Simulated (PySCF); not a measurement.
UHF on Sn²⁺ (tin, charge +2)

Configuration: [Kr] 4d10 5s2, closed-shell 1S. Calculation: PySCF 2.14, in aug-cc-pV5Z-PP with ECP28MDF (8s8p6d4f3g2h, 139 functions); a scalar-relativistic core potential.

```json
{
 "Total energy": "-212.583490 hartree",
 "One-electron energy": "-362.4697 hartree",
 "Hartree (Coulomb) energy": "166.5730 hartree",
 "Exchange energy": "-16.6867 hartree",
 "⟨S²⟩": "0.0000",
 "⟨L²⟩": "0.000",
 "Sum of ⟨r⟩": "22.51 bohr",
 "Sum of ⟨r²⟩": "32.36 bohr²"
}
```

```json
{"shell": "4s", "electrons": "2", "mean orbital energy (eV)": "-176.88", "rms radius, mean of both spins (bohr)": "0.879"}
{"shell": "4p", "electrons": "6", "mean orbital energy (eV)": "-127.47", "rms radius, mean of both spins (bohr)": "0.953"}
{"shell": "4d", "electrons": "10", "mean orbital energy (eV)": "-52.994", "rms radius, mean of both spins (bohr)": "1.17"}
{"shell": "5s", "electrons": "2", "mean orbital energy (eV)": "-28.789", "rms radius, mean of both spins (bohr)": "2.42"}
```

Energies and moments cover only the electrons outside the core potential.
